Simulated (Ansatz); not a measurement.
Basis-set extrapolation for CH5AlBF, SMILES `C[B](F)[AlH2]` (PBE0-D4/def2-TZVP geometry, frozen core, the Gaussian-basis code of Ansatz). Multiplicity 1, RHF reference.

```json
{"": "HF", "def2-TZVPP": "-406.924278", "def2-QZVPP": "-406.938838"}
{"": "MP2 correlation", "def2-TZVPP": "-0.600068", "def2-QZVPP": "-0.647696"}
{"": "CCSD(T) correlation", "def2-TZVPP": "-0.661003", "def2-QZVPP": "not run"}
```

Energies in hartree. Use E(X) = E(∞) + A·exp(−7.88·√X) for Hartree–Fock and E(X) = E(∞) + B·X^(−2.97) for correlation, with X = 3 and 4, and add CCSD(T) minus MP2 of the smaller set to the MP2 limit.

Task: What is the CCSD(T) energy at the basis-set limit?

Result: HF limit: -406.938838 + (-0.014560) × 0.13774 = -406.94084. MP2 limit: -0.647696 + (-0.047628) × 0.74074 = -0.68298. Higher-order term: -0.661003 − (-0.600068) = -0.06093. Total: -407.68475 hartree, 261.2 kJ/mol below CCSD(T)/def2-TZVPP.
